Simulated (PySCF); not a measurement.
This PySCF input asks for the NMR shieldings of `N[Si@@](NC)(P)[N-][SiH3]`, [CH₁₁N₃PSi₂]-; the geometry comes from GFN2-xTB.

```python
import basis_set_exchange as bse
import numpy as np
from pyscf import gto, dft
from pyscf.prop import nmr

atoms = """
C    -1.851621   -1.162361    0.291024
N    -1.316815   -0.147729    1.151825
Si    0.045067    0.748031    0.488177
N     0.219894    2.043220    1.667359
P    -0.960287    1.790007   -1.286773
N     1.482144   -0.040977    0.146650
Si    1.940907   -1.271987   -0.893577
H    -2.093599   -0.693276   -0.665013
H    -2.769972   -1.587774    0.712111
H    -1.145287   -1.981619    0.088482
H    -1.096909   -0.534515    2.059677
H     0.809493    1.756840    2.433856
H     0.648260    2.857912    1.254370
H    -0.525724    0.819865   -2.162015
H     0.152233    2.563461   -1.543745
H     3.422764   -1.313978   -0.908689
H     1.518713   -1.180557   -2.322016
H     1.511980   -2.658246   -0.523359
"""
names = dict.fromkeys(["C", "N", "Si", "P", "H"], "pcSseg-1")
basis = {el: gto.basis.parse(bse.get_basis(n, elements=[el], fmt="nwchem")) for el, n in names.items()}
mol = gto.M(atom=atoms, basis=basis, charge=-1, verbose=0)
mf = dft.RKS(mol, xc="PBE0")
mf.grids.level = 2
mf.grids.alignment = dft.numint.BLKSIZE   # the property module wants whole blocks of grid points
mf.conv_tol = 1e-9
mf.kernel()

calc = nmr.RKS(mf)   # GIAO
C = mf.mo_coeff
Co = C[:, mf.mo_occ > 0]
resp = mf.gen_response(singlet=True, hermi=2)
def vind(x):   # induced exchange potential for any number of trial vectors
    d = np.einsum("pi,xij,qj->xpq", C, 2 * x.reshape(-1, C.shape[1], Co.shape[1]), Co, optimize=True)
    return np.einsum("xpq,pi,qj->xij", resp(d - d.transpose(0, 2, 1)), C, Co, optimize=True).ravel()
mo1, _ = nmr.rhf.solve_mo1(calc, with_cphf=vind)
sigma = calc.kernel(mo1)
for i, s in enumerate(sigma):   # ppm
    print("%2d %-2s %9.2f" % (i, mol.atom_pure_symbol(i), np.trace(s) / 3))
```

Problem. What does it print?

Solution. 
```
 0 C     153.51
 1 N     216.90
 2 Si    376.63
 3 N     230.89
 4 P     611.69
 5 N     180.84
 6 Si    439.54
 7 H      29.45
 8 H      29.27
 9 H      28.63
10 H      32.52
11 H      32.29
12 H      32.11
13 H      30.71
14 H      31.83
15 H      26.60
16 H      26.23
17 H      26.10
```

These numbers come from an equivalent density-fitted implementation of the same equations, which agrees with the script to about 0.01 ppm for H and up to a few tenths of a ppm for heavy atoms, so last digits may differ.

Problem. Turn these shieldings into chemical shifts. Shifts are taken against calculated references (same method and geometry level): ¹³C (σref 186.93), ²⁹Si (σref 349.16), ¹H (σref 31.72) vs TMS; ¹⁵N (σref 267.73) vs NH3; ³¹P (σref 318.38) against H3PO4.

Solution. Averaging equivalent atoms: C 0: 33.4; N 5: 86.9; N 1: 50.8; N 3: 36.8; Si 2: -27.5; Si 6: -90.4; P 4: -293.3; H 15/16/17: 5.41; H 7/8/9: 2.60; H 13/14: 0.45; H 11/12: -0.48; H 10: -0.80 ppm. Experimental scales use liquid or dissolved standards, which lie at an offset from isolated NH3 (liquid NH3: subtract about 20 ppm) and H3PO4.

Size and cost of the density-fitted run: 195 basis functions, 48 s wall time on 1 thread of an Intel Xeon, shared host; peak memory 0.97 GiB.
